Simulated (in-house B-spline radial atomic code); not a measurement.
# RPA and G0W0 on r2SCAN: Ba II (Ba+)

Configuration [Xe] 6s1, highest spin, mean-field start r2SCAN. Computed with an all-electron radial atomic-structure program (B-spline basis): all electrons, scalar-relativistic (spin-free one-electron X2C), finite nucleus, each spin shell either full or empty, empty states to l = 9 with an (l + 1/2)⁻⁴ tail; G0W0 by contour deformation at full frequency.

RPA overbinds a lone outer s electron by self-correlation, and G0W0 tends to as well.

Command:
```bash
python run_gw.py task.json out
```
Settings (radii: box in bohr, nucleus in fm):
```
Z                        56
electrons                55
configuration            [Xe] 6s1
hamiltonian              x2c
method                   r2scan
lmax                     9
rms_radius               4.8378
spin_polarised           True
box_radius               23.78
intervals                70
ion_configuration        [Kr] 4d10 5s2 5p6
```

Run time, properties included: 8.6 s on 1 thread of Arm Neoverse V1, with other jobs on the host.

Energies (hartree):

```tsv
term	value
mean-field total	-8134.60386
Hartree-Fock functional on these orbitals	-8131.50039
direct second order	-4.9642
second-order exchange	1.3537
SOSEX correction	1.2537
```

Problem. What is the RPA correlation energy, and what remains with SOSEX?

Solution. RPA gives -4.3222 hartree (-2.14 eV per electron); RPA + SOSEX gives -3.0685, and the second-order doubles -3.6105 hartree (no singles). SOSEX takes back 29 % of the RPA value.

Quasi-particle levels (eV):

| level | occupied | mean field | Σx - vxc | Σc | QP weight | G0W0 |
| --- | --- | --- | --- | --- | --- | --- |
| 6s up | yes | -7.921 | -1.45 | ? | ? | ? |
| 5d up | no | -7.025 | 4.47 | -1.94 | 0.779 | -4.486 |

G0W0 = mean field + (Σx - vxc) + Σc, with Σc (partial-wave tail included) taken at the quasi-particle energy. Only the outer levels were computed. Levels of low weight are left out.

Problem. Where does G0W0 put 6s up?

Solution. At -10.458 eV, with Σc = -1.09 eV and a quasi-particle weight of 0.902. The tabulated removal energy is 10.004 eV (NIST, measured); the calculation leaves out spin-orbit coupling, Breit and QED terms, and what these don't explain is the method's own error.

Problem. What does it cost to remove one electron (to [Kr] 4d10 5s2 5p6) by differences of total energies, each species on its own start (correlation terms add to the Hartree-Fock functional)?

Solution. r2SCAN 9.806 eV, Hartree-Fock functional 9.348 eV, + RPA 10.485 eV, + RPA + SOSEX 9.901 eV, + second order 10.436 eV. Tabulated: 10.004 eV (NIST, measured); the calculation leaves out spin-orbit coupling, Breit and QED terms, and what these don't explain is the method's own error.
